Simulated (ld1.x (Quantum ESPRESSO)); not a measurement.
## Reading a pseudo-wave (scandium (Sc))

Columns: radius, all-electron u(r) and pseudo u(r) of the 3s shell (level -54.90 eV) of scandium in the configuration [Ne] 3s2 3p6 3d1 4s2 4p0; Wu–Cohen, scalar-relativistic, TM scheme, ld1.x (Quantum ESPRESSO) 7.5.

```json
{"r (bohr)": "0.125", "all-electron": "-0.2041", "pseudo": "0.0855"}
{"r (bohr)": "0.250", "all-electron": "-0.5534", "pseudo": "0.1915"}
{"r (bohr)": "0.375", "all-electron": "-0.2037", "pseudo": "0.3394"}
{"r (bohr)": "0.500", "all-electron": "0.3106", "pseudo": "0.5419"}
{"r (bohr)": "0.625", "all-electron": "0.7221", "pseudo": "0.7761"}
{"r (bohr)": "0.750", "all-electron": "0.9678", "pseudo": "0.9723"}
{"r (bohr)": "0.875", "all-electron": "1.0668", "pseudo": "1.0668"}
{"r (bohr)": "1.000", "all-electron": "1.0608", "pseudo": "1.0608"}
{"r (bohr)": "1.125", "all-electron": "0.9911", "pseudo": "0.9911"}
{"r (bohr)": "1.250", "all-electron": "0.8884", "pseudo": "0.8884"}
{"r (bohr)": "1.375", "all-electron": "0.7737", "pseudo": "0.7737"}
{"r (bohr)": "1.500", "all-electron": "0.6599", "pseudo": "0.6599"}
{"r (bohr)": "1.625", "all-electron": "0.5541", "pseudo": "0.5541"}
{"r (bohr)": "1.750", "all-electron": "0.4595", "pseudo": "0.4595"}
{"r (bohr)": "1.875", "all-electron": "0.3775", "pseudo": "0.3775"}
{"r (bohr)": "2.000", "all-electron": "0.3077", "pseudo": "0.3077"}
{"r (bohr)": "2.125", "all-electron": "0.2494", "pseudo": "0.2494"}
{"r (bohr)": "2.250", "all-electron": "0.2012", "pseudo": "0.2012"}
{"r (bohr)": "2.375", "all-electron": "0.1617", "pseudo": "0.1617"}
{"r (bohr)": "2.500", "all-electron": "0.1296", "pseudo": "0.1296"}
{"r (bohr)": "2.625", "all-electron": "0.1036", "pseudo": "0.1036"}
{"r (bohr)": "2.750", "all-electron": "0.0827", "pseudo": "0.0827"}
{"r (bohr)": "2.875", "all-electron": "0.0658", "pseudo": "0.0658"}
{"r (bohr)": "3.000", "all-electron": "0.0523", "pseudo": "0.0523"}
{"r (bohr)": "3.125", "all-electron": "0.0415", "pseudo": "0.0415"}
{"r (bohr)": "3.250", "all-electron": "0.0329", "pseudo": "0.0329"}
```

Task: How many radial nodes do the two functions have?

Result: The all-electron 3s function has n − l − 1 = 2 (the table is too coarse to show those close to the nucleus); the pseudo-wave has 0, since the states of the same l below it are removed with the core.

Task: At about which radius was the pseudo-wave matched?

Result: 0.95 bohr, where the columns begin to agree (steps of 0.12 bohr).

Task: Is the pseudo-wave norm-conserving?

Result: Yes: the TM scheme keeps the norm inside the radius equal to the all-electron one, which fixes the energy derivative of the logarithmic derivative at the level.
